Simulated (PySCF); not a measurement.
# W⁷³⁺: ionisation energy

W⁷³⁺ 1s1 (2S) → W⁷⁴⁺ (bare nucleus), as a difference of total energies. Calculation: PySCF 2.14, in an uncontracted even-tempered set (16 s from 220 bohr⁻², ratio 2.2; 7 p from 330 bohr⁻², ratio 2.4; 4 d from 980 bohr⁻², ratio 2.4; 3 f from 1500 bohr⁻², ratio 2.4; 3 g from 2200 bohr⁻², ratio 2.4); the spin-free X2C one-electron Hamiltonian (Gaussian nucleus). The calculations carry no spin-orbit coupling.

```json
{"method": "UHF", "ionisation energy (eV)": "80881.3"}
{"method": "LDA", "ionisation energy (eV)": "80784.7"}
{"method": "PBE", "ionisation energy (eV)": "80885.5"}
{"method": "PBE0", "ionisation energy (eV)": "80884.4"}
{"method": "r2SCAN", "ionisation energy (eV)": "80890.6"}
{"method": "M06-L", "ionisation energy (eV)": "80894.3"}
```

For one electron Hartree-Fock is exact for this Hamiltonian up to the basis; QED and nuclear recoil make up the gap, and the density functionals add self-interaction.

For comparison: 80755.91 ± 0.14 eV (theoretical estimate listed by NIST; NIST Atomic Spectra Database, ionization energies).
